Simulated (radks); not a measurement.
The numbers below are computed, except where a source is named.
Tb, configuration [Xe] 4f9 6s2. Code: a radial shooting solver on a logarithmic mesh with Libxc functionals. Model: scalar-relativistic Kohn-Sham, PBE, spin-polarised, spherical densities, finite nucleus; open shells are filled with parallel spins first (spin-orbit coupling, left out, can overturn this in heavy ions); Fermi nuclear charge, rms radius 5.06 fm; hard spherical wall at 2.5 bohr.

Local quantities along the radius. ELF = 1/(1 + alpha^2) is the electron localisation function; alpha = (tau - tau_W)/tau_unif compares the Pauli kinetic energy density with that of the uniform gas (summed over spins). tau is taken from the large components.

r (bohr)    ELF    alpha
0.001292  0.999  0.02450
0.001669  0.999  0.02581
0.002156  0.999  0.02796
0.002784  0.999  0.03136
0.003597  0.999  0.03667
0.004646  0.998  0.04512
0.00605   0.996  0.05970
0.007815  0.993  0.08472
0.0101    0.983   0.1319
0.01304   0.951   0.2282
0.01684   0.841   0.4346
0.02176   0.583   0.8452
0.02811   0.354    1.350
0.03631   0.362    1.329
0.0469    0.573   0.8630
0.06058   0.735   0.6002
0.07826   0.689   0.6726
0.1011    0.428    1.157
0.1306    0.363    1.325
0.1687    0.630   0.7660
0.2179    0.739   0.5941
0.2815    0.439    1.131
0.3665    0.259    1.690
0.4734    0.647   0.7388
0.6116    0.680   0.6864
0.79      0.449    1.109
1.02      0.412    1.195
1.318     0.423    1.169
1.703     0.456    1.091
2.2       0.621   0.7815

On this mesh the ELF has minima near r = 0.032, 0.11, 0.32, 0.90, 1.5 bohr, which separate the shells, and maxima near 0.069 (0.74), 0.22 (0.74), 0.54 (0.71), 1.2 (0.45).
